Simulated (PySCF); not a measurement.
## [PrCl2]+ at several levels of theory

Computed with PySCF 2.14.0 (density fitting, no spin-orbit coupling) at the geometry relaxed with PBE0:

```xyz
3
[PrCl2]+ (singlet in the valence; each metal's 4f electrons, 2 of them, lie in its core potential, out of spins and levels)
Pr    0.0000    0.0000   -0.5907
Cl    2.0000    0.0000    0.8480
Cl   -2.0000    0.0000    0.8480
```

| level | basis | state | HOMO (eV) | gap (eV) | charge on Pr1 (e) | population of f-type functions on Pr1 (polarisation alone where 4f lies in the core) | dipole about the centre of mass (D) | largest force component (eV/Å) |
| --- | --- | --- | --- | --- | --- | --- | --- | --- |
| PBE0 | Pr lcecp-1-SVP with ECP48, Cl def2-SVP | singlet | -13.56 | 5.84 | 1.34 | 0.06 | 7.02 | 0.00 |
| PBE0 | Pr lcecp-1-TZVP with ECP48, Cl def2-TZVP | singlet | -13.50 | 5.91 | 1.61 | 0.08 | 6.92 | 0.27 |

In the lcecp rows the 4f levels are missing from HOMO and gap, and the state counts the valence alone.

Charges are Mulliken's, which hang on the basis. The relaxation used the grid (50, 194), these runs (75, 302) or, all-electron (x2c bases, spin-free X2C Hamiltonian), (99, 590).

A further run in the first row's basis gives HOMO (eV) -12.47, gap (eV) 4.69, charge on Pr1 (e) 1.47, population of f-type functions on Pr1 (polarisation alone where 4f lies in the core) 0.05, dipole about the centre of mass (D) 7.24, largest force component (eV/Å) 0.35. Which level was it?
A. M06-L
B. revPBE

A. The others give HOMO -12.23 eV (revPBE).

In the first row's basis the gap widens with exact exchange: 3.9 to 4.7 eV for revPBE, M06-L (none); 5.8 eV for PBE0 (a fixed share).

An lcecp potential fixes the number of 4f electrons, so in runs with it no electron can move into or out of that shell.
